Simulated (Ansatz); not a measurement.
`C[N]([SiH3])[InH2]` → `C[NH][InH2]` + `[SiH2]` at 298.15 K and 1 bar (silylene loss).

Program: Ansatz. Geometries: PBE0-D4/def2-TZVP. ΔE: electronic, gas phase. CCSD(T)/CBS adds triple-zeta CCSD(T) − MP2 to the extrapolated MP2 energy (def2 sets, frozen cores). This one scheme is used for every species. def2 core potentials past Kr. For In outer-core shells are correlated without core-valence functions, which leaves a few kJ/mol of doubt a bond.

```tsv
species	CCSD(T)/CBS energy (Eh)	H − E (kJ/mol)	S (J/(mol·K))
`C[N]([SiH3])[InH2]`	-576.45186	235.1	369.5
`C[NH][InH2]`	-286.14916	189.4	318.2
`[SiH2]`	-290.19011	40.6	207.5
```

H − E and S are ideal-gas, rigid-rotor, harmonic terms from PBE0-D4/def2-TZVP. 1 Eh = 2625.50 kJ/mol, R = 8.31446 J/(mol·K).

Task: By hand: ΔE, ΔH, ΔS and ΔG.

Result: ΔE = (-286.14916) + (-290.19011) − (-576.45186) = 0.11259 Eh = 295.6 kJ/mol. Δ(H − E) = 189.4 + 40.6 − 235.1 = -5.1, so ΔH = 290.5 kJ/mol. ΔS = 318.2 + 207.5 − 369.5 = 156.2 J/(mol·K). ΔG = 290.5 − 298.15 × (156.2)/1000 = 243.9 kJ/mol.

Task: By hand: the equilibrium constant, and the temperature at which ΔG would vanish if ΔH and ΔS stayed fixed.

Result: log₁₀ K = −ΔG/(RT ln 10) = -42.7. ΔG = 0 at ΔH/ΔS = 1860 K.

The number of gas molecules changes by +1, which sets the sign of ΔS. A doubt of 5 kJ/mol in ΔE shifts log₁₀ K by 0.9 here. These are equilibria of isolated gas molecules and say nothing of rates. Largest T1 diagnostic: 0.016 (customary marks: 0.02 for closed shells, 0.045 for open ones).
